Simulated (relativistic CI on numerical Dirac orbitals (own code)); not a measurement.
## Electric-dipole transitions in Lu³⁴⁺

Computed by Dirac-Coulomb-Breit CI, orbitals from a KLI potential per configuration, QED by a radiative potential, unscaled Slater integrals (own radial code, finite nucleus).

CI space (outside the closed core [Ar] 3d10): 4s2 4p6 4d, 4s2 4p6 4f, 4s2 4p5 4d2, 4s 4p6 4d2, 4s2 4p5 4d 4f, 4s 4p6 4d 4f, 4s2 4p6 5s, 4s2 4p6 5p, 4s2 4p6 5d, 4p6 4d3, 4p5 4d4, 4p5 4d3 4f, 4s 4p6 4f2, 4s 4p5 4f3, 4p6 4f3. Double excitations out of closed p, d and f shells are left out; levels of such configurations are missing from the list, as are those of other unlisted configurations, and high levels can miss mixing partners.

```csv
λ vac (Å),Lower,Upper,A (s⁻¹),log gf,S velocity/length
50.261,4s2 4p6 4d 2D_3/2 [1],4s2 4p5 4d2 2D°_3/2 [42],3.27e+12,0.69,0.70
51.131,4s2 4p6 4d 2D_5/2 [2],4s2 4p5 4d2 2P°_3/2 [48],2.23e+12,0.54,0.79
51.194,4s2 4p6 4d 2D_5/2 [2],4s2 4p5 4d2 2F°_7/2 [47],2.27e+12,0.85,0.75
51.471,4s2 4p6 4d 2D_5/2 [2],4s2 4p5 4d2 2D°_5/2 [46],2.77e+12,0.82,0.69
51.813,4s2 4p6 4d 2D_3/2 [1],4s2 4p5 4d2 2P°_1/2 [40],1.77e+12,0.15,0.81
55.002,4s2 4p6 4d 2D_3/2 [1],4s2 4p5 4d2 2F°_5/2 [34],1.58e+12,0.63,0.76
59.263,4s2 4p5 4d2 4D°_1/2 [3],4s2 4p5 4d 4f 4F_3/2 [91],6.37e+11,0.13,0.73
59.306,4s2 4p5 4d2 4D°_3/2 [4],4s2 4p5 4d 4f 4F_3/2 [91],5.27e+11,0.05,0.74
59.811,4s2 4p5 4d2 2H°_11/2 [13],4s2 4p5 4d 4f 2I_13/2 [123],2.92e+11,0.34,0.87
60.296,4s2 4p5 4d2 4F°_5/2 [5],4s2 4p5 4d 4f 2F_5/2 [89],3.68e+11,0.08,0.73
61.515,4s2 4p6 4d 2D_3/2 [1],4s2 4p6 4f 2F°_5/2 [32],4.89e+11,0.22,0.87
61.768,4s2 4p5 4d2 4G°_7/2 [6],4s2 4p5 4d 4f 2G_9/2 [83],3.42e+11,0.29,0.95
62.448,4s2 4p5 4d2 4G°_7/2 [6],4s2 4p5 4d 4f 2G_9/2 [77],2.79e+11,0.21,0.98
62.837,4s2 4p5 4d2 2H°_9/2 [39],4s2 4p5 4d 4f 2H_11/2 [164],6.40e+11,0.66,0.90
62.851,4s2 4p5 4d2 2G°_9/2 [25],4s2 4p5 4d 4f 2H_11/2 [131],6.90e+11,0.69,0.83
63.146,4s2 4p5 4d2 4G°_9/2 [9],4s2 4p5 4d 4f 4H_11/2 [94],4.51e+11,0.51,0.95
63.384,4s2 4p5 4d2 2G°_7/2 [14],4s2 4p5 4d 4f 4F_9/2 [104],3.47e+11,0.32,0.95
63.541,4s2 4p5 4d2 4G°_11/2 [21],4s2 4p5 4d 4f 2I_13/2 [123],7.47e+11,0.80,0.91
63.641,4s2 4p5 4d2 2H°_11/2 [13],4s2 4p5 4d 4f 4H_13/2 [99],4.23e+11,0.56,0.96
63.662,4s2 4p5 4d2 2G°_9/2 [19],4s2 4p5 4d 4f 4G_11/2 [117],5.56e+11,0.61,0.87
64.062,4s2 4p5 4d2 2G°_9/2 [44],4s2 4p5 4d 4f 2I_11/2 [176],7.15e+11,0.72,0.87
64.217,4s2 4p5 4d2 2F°_7/2 [47],4s2 4p5 4d 4f 2G_9/2 [179],1.31e+12,0.91,0.87
65.030,4s2 4p5 4d2 4D°_7/2 [41],4s2 4p5 4d 4f 4F_9/2 [168],8.42e+11,0.73,0.79
65.970,4s2 4p6 4d 2D_5/2 [2],4s2 4p6 4f 2F°_7/2 [33],4.29e+11,0.35,0.89
66.356,4s2 4p6 4d 2D_3/2 [1],4s2 4p5 4d2 2P°_1/2 [28],6.52e+11,-0.07,0.73
67.831,4s2 4p6 4d 2D_5/2 [2],4s2 4p5 4d2 2D°_5/2 [31],5.63e+11,0.37,0.61
67.886,4s2 4p6 4d 2D_5/2 [2],4s2 4p5 4d2 2P°_3/2 [30],5.21e+11,0.16,0.76
68.651,4s2 4p6 4f 2F°_7/2 [33],4s2 4p5 4d 4f 2H_9/2 [139],7.23e+11,0.71,0.77
69.805,4s2 4p6 4d 2D_3/2 [1],4s2 4p5 4d2 4F°_3/2 [24],3.92e+11,0.06,0.62
71.702,4s2 4p6 4d 2D_3/2 [1],4s2 4p5 4d2 2F°_5/2 [20],1.61e+11,-0.13,0.43
```

Terms are leading LS components. Brackets give the number of a level in order of energy, since labels repeat. The list gives strong lines, with weight on those to low levels, among the lowest 200 of 2142 levels, so that lines to higher ones, which can be the strongest, are missing. Levels whose partners in the same complex of configurations lie outside the list can be far off, and so can their lines. Rates are taken at the computed energies, electric ones in the length gauge. A velocity-to-length ratio far from 1 marks an uncertain rate.

At this charge energies of transitions that change n are usually good to better than 1 %, and those within a shell (Δn = 0) to a few per cent.

LS names give the leading component of a level, which can be under half, so a name can repeat, a term be missing and a line seem to break the LS rules.
